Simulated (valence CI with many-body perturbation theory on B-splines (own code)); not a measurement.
**Hg LXVI: electric-dipole lines**

Calculated by relativistic CI+MBPT: five valence electrons over a frozen Dirac-Fock core [Ne], a basis of 11 s, 11 p, 10 d, 8 f, 5 g, 2 h functions for each j, with the one-electron correlation potential Σ1, the two-electron term Σ2, the three-electron term Σ3, Breit, model QED; selected CI, second order for the rest, scaled by the run's own slope (own B-spline code, finite nucleus).

No measured spectrum was set against this ion. As an estimate, large intervals hold to a few tenths of a per cent, small ones and those within an open d or f shell to about a per cent. Among the levels kept, up to 3300 cm⁻¹ of a level comes from second order outside the variational space, and about a tenth of that is noise between levels of different J, which matters for small intervals.

Lines 151 to 200 of 569 in falling wavelength, among levels below 1781.1 eV, chosen from the strongest by gf and those to the six lowest levels. Wavelengths and rates use the calculated energies. Electric multipoles are in the length gauge, E1 and E2 with the static RPA response of the core. Weak lines are less certain than strong ones. Lines between different terms over intervals too small for the method are left out, as are lines whose strength nearly cancels. Where a level lies close to another of its J and parity, the split of strength between their lines is uncertain. The highest levels of a list are the least certain.

Levels are named by their leading jj configuration (3d3/2^4 stands for four electrons in 3d with j = 3/2), which in mixed levels can hold well under half, so a name can repeat and another be missing. Letters in brackets count levels of one name in rising energy.

```tsv
λ vac (nm)	Upper	Lower	A (s⁻¹)	S (a.u.) with core polarisation	S without
3.165	(3s 3p1/2 3p3/2^2 3d5/2) J=3/2 [a]	(3s 3p1/2^2 3d3/2^2) J=3/2 [b]	1.60e+11	1.00e-02	1.02e-02
3.162	(3s^2 3p1/2 3d5/2^2) J=7/2	(3s^2 3p1/2 3p3/2 3d5/2) J=5/2 [a]	4.77e+10	5.95e-03	6.02e-03
3.160	(3s 3p1/2^2 3d5/2^2) J=5/2	(3s 3p1/2^2 3p3/2 3d5/2) J=3/2 [a]	7.64e+10	7.14e-03	7.22e-03
3.159	(3s^2 3p1/2 3d3/2 3d5/2) J=3/2 [b]	(3s^2 3p1/2 3p3/2 3d3/2) J=1/2 [b]	2.98e+11	1.86e-02	1.88e-02
3.155	(3s^2 3p1/2 3p3/2 3d5/2) J=1/2	(3s^2 3p1/2 3p3/2^2) J=1/2	5.73e+11	1.77e-02	1.80e-02
3.154	(3s 3p1/2 3p3/2^2 3d5/2) J=3/2 [a]	(3s 3p1/2^2 3d3/2^2) J=3/2 [a]	1.47e+11	9.09e-03	9.20e-03
3.151	(3s^2 3p1/2 3d3/2 3d5/2) J=5/2 [a]	(3s^2 3p1/2 3p3/2 3d3/2) J=5/2 [a]	2.01e+11	1.86e-02	1.88e-02
3.150	(3s 3p1/2^2 3p3/2 3d5/2) J=7/2 [a]	(3s 3p1/2^2 3p3/2^2) J=5/2	4.15e+11	5.12e-02	5.18e-02
3.149	(3s 3p1/2^2 3d3/2 3d5/2) J=5/2 [a]	(3s 3p1/2^2 3p3/2 3d3/2) J=3/2 [a]	3.03e+11	2.80e-02	2.83e-02
3.147	(3s^2 3p1/2 3p3/2 3d5/2) J=5/2 [b]	(3s^2 3p1/2 3p3/2^2) J=5/2	1.71e+11	1.58e-02	1.60e-02
3.145	(3s 3p1/2 3p3/2^2 3d5/2) J=3/2 [d]	(3s 3p1/2 3p3/2^3) J=3/2	4.66e+11	2.86e-02	2.89e-02
3.140	(3s 3p1/2^2 3p3/2 3d5/2) J=3/2 [b]	(3s 3p1/2^2 3p3/2^2) J=1/2	3.14e+11	1.92e-02	1.94e-02
3.139	(3s 3p1/2^2 3d5/2^2) J=1/2	(3s 3p1/2^2 3p3/2 3d5/2) J=3/2 [b]	5.03e+11	1.54e-02	1.55e-02
3.136	(3s 3p1/2 3p3/2^2 3d5/2) J=5/2 [b]	(3s 3p1/2^2 3d3/2^2) J=3/2 [b]	1.45e+11	1.32e-02	1.34e-02
3.133	(3s 3p1/2^2 3p3/2 3d5/2) J=5/2 [b]	(3s 3p1/2^2 3p3/2^2) J=3/2	6.13e+11	5.58e-02	5.65e-02
3.131	(3s^2 3p1/2 3d3/2 3d5/2) J=3/2 [a]	(3s^2 3p1/2 3p3/2 3d3/2) J=3/2 [a]	2.90e+11	1.76e-02	1.78e-02
3.128	(3s^2 3p1/2 3p3/2 3d5/2) J=7/2 [b]	(3s^2 3p1/2 3p3/2^2) J=5/2	6.99e+11	8.45e-02	8.54e-02
3.126	(3s^2 3p1/2 3d3/2 3d5/2) J=3/2 [a]	(3s^2 3p1/2 3p3/2 3d3/2) J=1/2 [a]	1.78e+11	1.07e-02	1.09e-02
3.125	(3s 3p1/2^2 3d5/2^2) J=5/2	(3s 3p1/2^2 3p3/2 3d5/2) J=7/2 [a]	8.89e+10	8.04e-03	8.13e-03
3.125	(3s 3p1/2 3p3/2^2 3d5/2) J=5/2 [d]	(3s 3p1/2 3p3/2^3) J=5/2	3.34e+11	3.02e-02	3.05e-02
3.124	(3s 3p1/2 3p3/2^2 3d5/2) J=5/2 [b]	(3s 3p1/2^2 3d3/2^2) J=3/2 [a]	1.31e+11	1.18e-02	1.19e-02
3.124	(3s^2 3p1/2 3d5/2^2) J=1/2	(3s^2 3p1/2 3p3/2 3d5/2) J=1/2	2.68e+11	8.06e-03	8.15e-03
3.115	(3s^2 3p1/2 3d3/2 3d5/2) J=7/2 [b]	(3s^2 3p1/2 3p3/2 3d3/2) J=5/2 [b]	4.82e+11	5.75e-02	5.82e-02
3.115	(3s^2 3p3/2 3d3/2 3d5/2) J=5/2 [d]	(3s^2 3p3/2^2 3d3/2) J=3/2 [b]	5.07e+11	4.54e-02	4.59e-02
3.111	(3s 3p1/2^2 3d3/2 3d5/2) J=3/2 [a]	(3s 3p1/2^2 3p3/2 3d3/2) J=1/2 [a]	2.78e+11	1.65e-02	1.67e-02
3.110	(3s^2 3p1/2 3d5/2^2) J=9/2	(3s^2 3p1/2 3p3/2 3d5/2) J=9/2	2.07e+11	3.07e-02	3.11e-02
3.105	(3s^2 3p3/2 3d3/2 3d5/2) J=1/2 [b]	(3s^2 3p3/2^2 3d3/2) J=3/2 [b]	6.10e+11	1.80e-02	1.83e-02
3.104	(3s^2 3p1/2 3d3/2 3d5/2) J=1/2	(3s^2 3p1/2 3p3/2 3d3/2) J=1/2 [a]	4.46e+11	1.32e-02	1.33e-02
3.103	(3s 3p1/2^2 3d3/2 3d5/2) J=9/2	(3s 3p1/2^2 3p3/2 3d3/2) J=7/2	4.02e+11	5.93e-02	6.00e-02
3.093	(3s^2 3p1/2 3d5/2^2) J=1/2	(3s^2 3p1/2 3p3/2 3d5/2) J=3/2 [b]	7.73e+11	2.26e-02	2.28e-02
3.089	(3s 3p1/2^2 3d3/2 3d5/2) J=3/2 [a]	(3s 3p1/2^2 3p3/2 3d3/2) J=3/2 [a]	9.68e+10	5.64e-03	5.70e-03
3.089	(3s^2 3p3/2^2 3d5/2) J=3/2	(3s^2 3p3/2^3) J=3/2	8.41e+11	4.90e-02	4.95e-02
3.088	(3s 3p1/2 3p3/2^2 3d5/2) J=5/2 [f]	(3s 3p1/2 3p3/2^3) J=3/2	8.04e+11	7.01e-02	7.09e-02
3.087	(3s^2 3p3/2 3d3/2 3d5/2) J=7/2 [c]	(3s^2 3p3/2^2 3d3/2) J=5/2	8.12e+11	9.43e-02	9.55e-02
3.084	(3s 3p1/2^2 3d5/2^2) J=1/2	(3s 3p1/2^2 3p3/2 3d5/2) J=1/2	2.46e+11	7.12e-03	7.19e-03
3.082	(3s 3p1/2 3p3/2^2 3d5/2) J=3/2 [e]	(3s 3p1/2 3p3/2^3) J=3/2	2.30e+11	1.33e-02	1.35e-02
3.080	(3s^2 3p3/2 3d3/2 3d5/2) J=5/2 [c]	(3s^2 3p3/2^2 3d3/2) J=3/2 [a]	5.28e+11	4.57e-02	4.62e-02
3.074	(3s 3p1/2 3p3/2^2 3d5/2) J=7/2 [e]	(3s 3p1/2 3p3/2^3) J=5/2	7.13e+11	8.18e-02	8.28e-02
3.074	(3s^2 3p1/2 3d5/2^2) J=3/2	(3s^2 3p1/2 3p3/2 3d5/2) J=5/2 [a]	1.55e+11	8.87e-03	8.97e-03
3.065	(3s 3p1/2^2 3d5/2^2) J=5/2	(3s 3p1/2^2 3p3/2 3d5/2) J=5/2 [a]	4.77e+11	4.07e-02	4.11e-02
3.064	(3s^2 3p1/2 3d5/2^2) J=5/2	(3s^2 3p1/2 3p3/2 3d5/2) J=5/2 [a]	5.13e+11	4.37e-02	4.42e-02
3.062	(3s 3p1/2 3p3/2^2 3d5/2) J=3/2 [e]	(3s 3p1/2 3p3/2^3) J=1/2	8.58e+11	4.86e-02	4.92e-02
3.062	(3s 3p1/2 3p3/2^2 3d5/2) J=3/2 [b]	(3s 3p1/2^2 3d3/2^2) J=3/2 [b]	2.00e+11	1.13e-02	1.15e-02
3.056	(3s 3p1/2^2 3d5/2^2) J=3/2	(3s 3p1/2^2 3p3/2 3d5/2) J=3/2 [a]	2.84e+11	1.60e-02	1.62e-02
3.053	(3s^2 3p1/2 3p3/2 3d5/2) J=3/2 [b]	(3s^2 3p1/2 3p3/2^2) J=5/2	8.40e+10	4.72e-03	4.78e-03
3.051	(3s 3p1/2 3p3/2^2 3d5/2) J=3/2 [b]	(3s 3p1/2^2 3d3/2^2) J=3/2 [a]	1.83e+11	1.03e-02	1.04e-02
3.051	(3s 3p1/2 3p3/2^2 3d5/2) J=5/2 [e]	(3s 3p1/2 3p3/2^3) J=5/2	4.07e+11	3.43e-02	3.47e-02
3.048	(3s^2 3p1/2 3p3/2 3d5/2) J=5/2 [b]	(3s^2 3p1/2 3p3/2^2) J=3/2	8.19e+11	6.86e-02	6.95e-02
3.045	(3s^2 3p1/2 3d5/2^2) J=3/2	(3s^2 3p1/2 3p3/2 3d5/2) J=3/2 [a]	6.06e+11	3.38e-02	3.42e-02
3.045	(3s^2 3p3/2^2 3d5/2) J=5/2 [b]	(3s^2 3p3/2^3) J=3/2	1.16e+12	9.69e-02	9.80e-02
```
